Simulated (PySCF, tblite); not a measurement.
Isomers of C6H12N2Si. Computed with GFN2-xTB (tblite): harmonic, unscaled wavenumbers at the GFN2-xTB geometry, gas phase. This tight-binding method is rough: wavenumbers can miss measured ones by several per cent, in bad cases by 10 to 20. Modes of hydrogen on silicon can be 10 to 20 % off. One conformer each.

Electronic energies: PBE0/pcSseg-1 single points on the GFN2-xTB geometries (PySCF, gas phase).

```json
{"SMILES": "CCCn1nccc1[SiH3]", "electronic energy, lowest = 0 (kcal/mol)": "37.9"}
{"SMILES": "C[Si](C)(C)n1cccn1", "electronic energy, lowest = 0 (kcal/mol)": "0.0"}
{"SMILES": "C=C(C)CNC[SiH2]C#N", "electronic energy, lowest = 0 (kcal/mol)": "54.9"}
{"SMILES": "C=C[C@H]1CN([SiH3])N=C1C", "electronic energy, lowest = 0 (kcal/mol)": "59.5"}
```

How do GFN2-xTB zero-point energies change the relative energies?

```tsv
SMILES	ZPE (kcal/mol)	of it from modes above 1550 cm⁻¹	electronic (kcal/mol)	with ZPE, lowest = 0 (kcal/mol)	lowest mode (cm⁻¹)	rings
C[Si](C)(C)n1cccn1	106.6	52.8	0.0	0.0	18i	1
CCCn1nccc1[SiH3]	104.8	48.8	37.9	36.0	49	1
C=C(C)CNC[SiH2]C#N	103.6	55.4	54.9	51.8	25	0
C=C[C@H]1CN([SiH3])N=C1C	102.9	53.3	59.5	55.8	28	1
```

The zero-point energies span 3.7 kcal/mol, from `C=C[C@H]1CN([SiH3])N=C1C` to `C[Si](C)(C)n1cccn1`. Slightly imaginary modes are left out of the zero-point energy: `C[Si](C)(C)n1cccn1` 18.3i cm⁻¹. The order is unchanged.

And how do the electronic energies of GFN2-xTB itself compare?

`C[Si](C)(C)n1cccn1` 5.1; `CCCn1nccc1[SiH3]` 0.0; `C=C(C)CNC[SiH2]C#N` 59.7; `C=C[C@H]1CN([SiH3])N=C1C` 10.6 kcal/mol, lowest = 0. Against the energies above, taken from the same isomer `C[Si](C)(C)n1cccn1`, the largest difference is 54.0 kcal/mol.

What do entropy and thermal enthalpy add at 298.15 K and 1 bar (rigid rotor, harmonic oscillator, one conformer each)?

| SMILES | point group | symmetry number | S (cal/(mol K)) | H − H(0) (kcal/mol) | ZPE + H − H(0) − TS (kcal/mol) |
| --- | --- | --- | --- | --- | --- |
| CCCn1nccc1[SiH3] | C1 | 1 | 102.1 | 7.29 | 81.6 |
| C=C(C)CNC[SiH2]C#N | C1 | 1 | 112.5 | 8.33 | 78.3 |
| C=C[C@H]1CN([SiH3])N=C1C | C1 | 1 | 107.1 | 7.74 | 78.7 |

Not tabulated: `C[Si](C)(C)n1cccn1` (lowest mode only 18i cm⁻¹).
